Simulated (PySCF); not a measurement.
Interval between two levels of B²⁺ by level of theory

B²⁺ [He] 2s1 [2S1/2, M_J = 1/2] → B²⁺ [He] 2p1 [2P3/2, M_J = 3/2], as a difference of total energies. All numbers are calculated (PySCF 2.14, the two-component X2C-1e Hamiltonian, in x2c-SVPall-2c with one added diffuse shell of s type (4s2p1d, 15 functions)). Correlated levels: 1s2 frozen. "Screened" scales the spin-orbit matrix elements by Boettger's factors to mimic the two-electron term; Breit and QED terms are absent.

| method | interval between two levels (cm⁻¹) |
| --- | --- |
| GHF (spin-free) | 45877 |
| GMP2 (spin-free) | 45877 |
| GCCSD (spin-free) | 45877 |
| GCCSD(T) (spin-free) | 45877 |
| GHF (screened spin-orbit) | 45889 |
| GMP2 (screened spin-orbit) | 45889 |
| GCCSD (screened spin-orbit) | 45889 |
| GCCSD(T) (screened spin-orbit) | 45889 |
